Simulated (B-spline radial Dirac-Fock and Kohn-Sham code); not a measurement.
Scattering functions of Pt⁶⁶⁺

System: platinum as Pt⁶⁶⁺, [Ne] 3s2.

Method: Dirac-Fock orbitals of the configuration average with a finite nucleus. Computed with a B-spline atomic structure program. f₀ is the Fourier transform of the spherical electron density, S the Waller-Hartree incoherent function, and s = sin θ/λ.

```csv
s (Å⁻¹),f₀,S
0,12.000,0.000
0.04,11.999,0.002
0.06,11.997,0.005
0.07,11.996,0.007
0.09,11.993,0.011
0.11,11.990,0.016
0.14,11.984,0.026
0.18,11.974,0.043
0.23,11.958,0.070
0.29,11.933,0.110
0.36,11.897,0.168
0.46,11.832,0.271
0.58,11.736,0.422
0.73,11.587,0.646
0.92,11.359,0.975
1.16,11.017,1.433
1.47,10.507,2.044
1.85,9.820,2.752
2.34,8.913,3.551
2.95,7.852,4.407
3.72,6.694,5.399
4.7,5.478,6.562
```

f₀ starts at the number of electrons, 12, and has fallen to half at s ≈ 4.28 Å⁻¹. The sum of ⟨r²⟩ over the electrons is 0.1093 bohr².
